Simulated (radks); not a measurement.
Results of a calculation; reference values are marked as such.
Valence configurations of P III (all share [Ne]). Code: a radial shooting solver on a logarithmic mesh with Libxc functionals. Model: scalar-relativistic Kohn-Sham, PBEsol, spin-polarised, spherical densities, point nucleus; open shells are filled with parallel spins first. Energies are relative to 3s2 3p1; eigenvalues in eV for spin up.

[
 {"valence": "3s2 3p1", "E (eV)": "0.000", "moment (Bohr magnetons)": "1", "e(3p)": "-24.825", "e(3s)": "-34.502"},
 {"valence": "3p3", "E (eV)": "16.604", "moment (Bohr magnetons)": "3", "e(3p)": "-26.677", "e(3s)": "-"},
 {"valence": "3s1 3p2", "E (eV)": "6.741", "moment (Bohr magnetons)": "3", "e(3p)": "-26.149", "e(3s)": "-35.998"},
 {"valence": "3s1.5 3p1.5", "E (eV)": "3.759", "moment (Bohr magnetons)": "2", "e(3p)": "-25.560", "e(3s)": "-35.319"},
 {"valence": "3s0.5 3p2.5", "E (eV)": "11.669", "moment (Bohr magnetons)": "3", "e(3p)": "-26.417", "e(3s)": "-36.281"}
]

NIST lists [Ne] 3s2 3p1 as the ground configuration; this level of theory agrees among the configurations tried. The energies are those of spherical high-spin densities, not of single terms.
